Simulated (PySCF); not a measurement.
Cartesian coordinates in Å; atom numbers follow the order of the lines, from 1:
```xyz
4

Cl   -1.591   -1.296    0.016
Ga   -0.059    0.191    0.018
Br    2.067   -0.609   -0.027
H    -0.391    1.703    0.052
```

Geometry: PBE0-D3(BJ)/def2-SVP; GIAO absolute shieldings from PySCF 2.14.0 with density-fitted response routines, gas phase, non-relativistic, averaged over equivalent atoms.

At PBE0/pcSseg-1 (111 basis functions, 7.3 s wall time on 1 thread of an Arm Neoverse V1, shared host):
```csv
atoms,σ (ppm)
Cl1,803.0
Ga2,1288.1
Br3,2397.0
H4,25.00
```

Question: Predict the values at PBE0/pcSseg-2 on the same geometry.

Answer: 
| atoms | σ at PBE0/pcSseg-2 | change |
| --- | --- | --- |
| Cl1 | 809.9 | +6.9 |
| Ga2 | 1309.3 | +21.2 |
| Br3 | 2406.7 | +9.7 |
| H4 | 24.81 | -0.19 |

The largest change is at Ga2 (Ga bonded to Br, Cl, H). Cost: 183 basis functions, 12 s wall time on 1 thread of an Arm Neoverse V1, shared host.

Relativistic effects, spin–orbit coupling among them, are left out; they matter for Br, Ga and for the light atoms bonded to it.
